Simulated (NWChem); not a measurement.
System: AlH$_{2}$SOCl; SMILES [OH][Al]([SH])[Cl]

The following NWChem deck was run.

```
start job
memory heap 200 mb stack 900 mb global 1100 mb
geometry units angstroms
  Al     0.409631    -0.059690     0.000000
  Cl    -0.463666     1.845541     0.000000
  O      2.086477    -0.280864     0.000000
  H      2.757941     0.403052     0.000000
  S     -0.852638    -1.818510     0.000000
  H      0.221820    -2.641071     0.000000
end
basis spherical
  * library 3-21g
end
dft
  xc hfexch
  iterations 150
end
driver
  maxiter 120
end
task dft optimize
task dft freq
```

The level has its own optimisation; frequencies are unscaled.

**Question.** Give the results of this calculation. (Hartree-Fock/3-21G.) Quantities: r Al–Cl (Å); r Al–O (Å); r Al–S (Å); r H–O (Å); highest harmonic frequency (cm⁻¹); lowest (cm⁻¹); zero-point energy (kcal/mol); dipole (D).

**Answer.** 
- r Al–Cl (Å): 2.182
- r Al–O (Å): 1.638
- r Al–S (Å): 2.238
- r H–O (Å): 0.948
- highest harmonic frequency (cm⁻¹): 4157
- lowest (cm⁻¹): 137
- zero-point energy (kcal/mol): 15.9
- dipole (D): 4.79
